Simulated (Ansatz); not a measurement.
Consider the formal exchange of groups at the Si–F bond: `[OH][GeH2][CH2][SiH](O)F` + `OC=C(F)F` → `O[SiH2][CH2][GeH2][OH]` + `OC(F)=C(F)F`.

Computed with Ansatz on PBE0-D4/def2-TZVP structures; ΔE is electronic, products minus reactants. CCSD(T)/CBS is the MP2 limit (def2-TZVPP, def2-QZVPP) plus CCSD(T) − MP2 in def2-TZVPP, frozen cores. DFT in def2-TZVPP. B3LYP here is the variant with VWN-RPA as its local correlation; programs differ in this. For Ge outer-core shells are correlated without core-valence functions, which leaves a few kJ/mol of doubt a bond. Scalar relativity is left out up to krypton. One conformer a species, not always the lowest.

`[OH][GeH2][CH2][SiH](O)F`:

Cartesian coordinates in Å:
```
O 1.346 0.597 -1.233
Ge 1.430 -0.523 0.180
C -0.205 -0.118 1.147
Si -1.670 0.143 0.028
O -1.354 1.266 -1.099
F -1.972 -1.283 -0.638
H 2.012 0.438 -1.905
H 2.711 -0.192 0.970
H 1.482 -1.968 -0.349
H -0.035 0.789 1.736
H -0.406 -0.935 1.846
H -2.899 0.546 0.742
H -0.439 1.242 -1.424
```

`OC=C(F)F`:

```xyz
7

O    -0.516    0.521   -1.280
C    -0.278    0.330    0.047
C     0.418   -0.710    0.473
F     0.990   -1.607   -0.293
F     0.590   -0.991    1.748
H    -0.485    1.461   -1.472
H    -0.720    0.997    0.778
```

`O[SiH2][CH2][GeH2][OH]`:

```xyz
13

O     0.446   -1.898    0.980
Si    1.408   -0.606    0.678
C     0.385    0.963    0.552
Ge   -0.983    0.850   -0.816
O    -1.564   -0.854   -0.681
H    -0.363   -1.893    0.448
H     2.379   -0.512    1.797
H     2.164   -0.746   -0.601
H     1.035    1.812    0.317
H    -0.097    1.168    1.512
H    -2.192    1.780   -0.588
H    -0.424    1.049   -2.239
H    -2.193   -1.112   -1.356
```

`OC(F)=C(F)F`:

```xyz
7

O     0.727   -0.850    1.074
C     0.318    0.247    0.429
F     0.773    1.344    0.994
C    -0.449    0.299   -0.648
F    -0.912   -0.804   -1.225
F    -0.833    1.395   -1.258
H     0.376   -1.632    0.635
```

| level | ΔE (kJ/mol) | difference from CCSD(T)/CBS |
| --- | --- | --- |
| PBE-D4 | 227.6 | -25.3 |
| r2SCAN-D4 | 240.2 | -12.7 |
| PBE0-D4 | 234.2 | -18.7 |
| B3LYP-D4 | 241.8 | -11.1 |
| ωB97X-V | 238.4 | -14.5 |
| ωB97M-V | 243.4 | -9.5 |
| B2PLYP | 248.1 | -4.8 |
| PBE | 227.2 | -25.7 |
| r2SCAN | 240.1 | -12.8 |
| PBE0 | 233.9 | -19.0 |
| B3LYP | 241.2 | -11.7 |
| HF/def2-TZVPP | 251.4 | -1.5 |
| MP2/def2-TZVPP | 256.7 | 3.8 |
| SCS-MP2/def2-TZVPP | 252.9 | 0.0 |
| CCSD/def2-TZVPP | 249.8 | -3.1 |
| CCSD(T)/def2-TZVPP | 247.9 | -5.0 |
| HF/def2-QZVPP | 253.2 | 0.3 |
| MP2/def2-QZVPP | 260.2 | 7.3 |
| SCS-MP2/def2-QZVPP | 256.6 | 3.7 |
| HF/CBS(def2) | 253.4 | 0.5 |
| MP2/CBS(def2) | 261.7 | 8.8 |
| CCSD/CBS(def2) | 254.7 | 1.8 |
| CCSD(T)/CBS | 252.9 | 0 |

Largest T1 diagnostic among the species: 0.013.

From PBE to PBE0 (25 % exact exchange), in def2-TZVPP and without D4, ΔE moves by +6.6 kJ/mol.
